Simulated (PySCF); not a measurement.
Isomers C₆H₉ClO:

A. `C=C(Cl)C(=C)OCC`
B. SMILES C[C@@H](O)C1=C[C@@H](Cl)C1
C. `C(/C(C)C)=C/C(=O)Cl`

Spectrum 1. ¹H NMR (400 MHz, computed): δ 6.08 (d, 1H), 4.62 (m, 1H), 4.53 (q, 1H), 2.99 (m, 1H), 2.56 (m, 1H), 1.39 (d, 3H), 0.94 (br s, 1H). ¹³C{¹H} NMR (computed): δ 166.7 (C), 135.2 (CH), 72.3 (CH), 56.0 (CH), 44.9 (CH2), 22.4 (CH3).

Spectrum 2. ¹H NMR (400 MHz, computed): δ 6.58 (m, 1H), 6.17 (d, 1H), 4.00 (m, 1H), 1.04 (d, 6H). ¹³C{¹H} NMR (computed): δ 176.7 (CH), 174.6 (C), 129.1 (CH), 33.0 (CH), 23.7 (CH3).

Spectrum 3. ¹H NMR (400 MHz, computed): δ 6.24 (br s, 1H), 5.69 (br s, 1H), 5.21 (br s, 1H), 4.32 (br s, 1H), 3.83 (q, 2H), 1.46 (t, 3H). ¹³C{¹H} NMR (computed): δ 163.6 (C), 146.4 (C), 120.2 (CH2), 91.0 (CH2), 66.5 (CH2), 17.3 (CH3).

- structure optimised with GFN2-xTB
- GIAO PBE0/pcSseg-1 shieldings
- code: PySCF 2.14.0 with density-fitted response routines
- one conformer, isolated molecule, no relativistic terms, fast rotation and ring inversion assumed for equivalent nuclei

δ = σ(ref) − σ, references computed at the same level: ¹H (σref 31.72), ¹³C (σref 186.93) against TMS. Where no couplings were computed, multiplicities follow the n + 1 count of equivalent neighbours, and m marks all less simple cases (inequivalent or close neighbours, rings, F or P nearby). Shifts are as computed. Against solution values, carbons near 30 ppm lie about +3 ppm off and those near 130 ppm about +5 ppm; carbons on Cl a further +6 ppm. Of 1211 compounds with measured shifts, 218 miss one by over three times the rms of a fit or turn the order of signals round; such compounds aren't used in these exercises. Carbons bonded to Cl come out too deshielded. OH and NH positions are gas-phase values without hydrogen bonding to other molecules.

Which spectrum belongs to which compound?

Answers

1–B, 2–C, 3–A.

- Spectrum 1 (B): 6 ¹³C signals; δC 135.2 is an alkene CH; δC 72.3 is an allylic sp3 CH bonded to O.
- Spectrum 2 (C): 5 ¹³C signals; δC 176.7 is a β carbon of a C=C–C=O unit; δC 129.1 is an α carbon of a C=C–C=O unit.
- Spectrum 3 (A): 6 ¹³C signals; δC 163.6 is an alkene carbon bearing oxygen; δC 146.4 is a fully substituted alkene carbon.
